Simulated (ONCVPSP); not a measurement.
# What the settings do to the ONCV potential of tellurium (Te)

Base potential:

tellurium, optimised norm-conserving Vanderbilt (ONCV), made with ONCVPSP 4.0.1 (PBE, scalar-relativistic). Core [Kr], reference 4d10 5s2 5p3 (charge +1). Waves: 5s: rc 1.60 bohr, ncon 4, nbas 9, qcut 3.2 1/bohr, 2 projectors, debl 3.3 Ha; 5p: rc 1.65 bohr, ncon 4, nbas 9, qcut 4.6 1/bohr, 1 projector; 4d: rc 1.55 bohr, ncon 4, nbas 9, qcut 9 1/bohr, 2 projectors, debl 3 Ha. Local part: polynomial inside 1.05 bohr (lpopt 5, dvloc0 0 Ha). Core correction: polynomial model core, fcfact 0.4.

Cutoffs, loose and tight: the cutoffs (Ha) at which the residual kinetic energy of the hardest occupied pseudo-wave falls to 1 and 0.1 mHa per electron. They do not see the model core or the augmentation charge, which bear on the density cutoff. Test errors are all-electron minus pseudo excitation energies from the reference, over the configurations 4d10 5s2 5p4; 4d10 5s2 5p2; 4d10 5s2 5p1; 4d10 5s2 5p3.5. A dash means not determined; rows that change the core or the reference have their own tests.

7 further variants are left out, since the program set their typed debl aside.

A true bound ghost makes a file unfit for plane-wave use even where its test errors are small: the radial tests pick states by their node count and pass the ghost by.

```json
{"change": "base", "outcome": "generated", "cutoff, loose": "38 Ha", "cutoff, tight": "98 Ha", "bound ghosts": "s, p", "GHOST(+) flags above zero": "none", "largest test error (meV)": "-8.2"}
{"change": "d: debl 2.3", "outcome": "generated", "cutoff, loose": "38 Ha", "cutoff, tight": "98 Ha", "bound ghosts": "s, p", "GHOST(+) flags above zero": "none", "largest test error (meV)": "-8.3"}
{"change": "d: debl 3.1", "outcome": "generated", "cutoff, loose": "38 Ha", "cutoff, tight": "98 Ha", "bound ghosts": "s, p", "GHOST(+) flags above zero": "none", "largest test error (meV)": "-8.2"}
{"change": "d: debl 5.3", "outcome": "generated", "cutoff, loose": "38 Ha", "cutoff, tight": "98 Ha", "bound ghosts": "s, p, d", "GHOST(+) flags above zero": "none", "largest test error (meV)": "-10"}
```
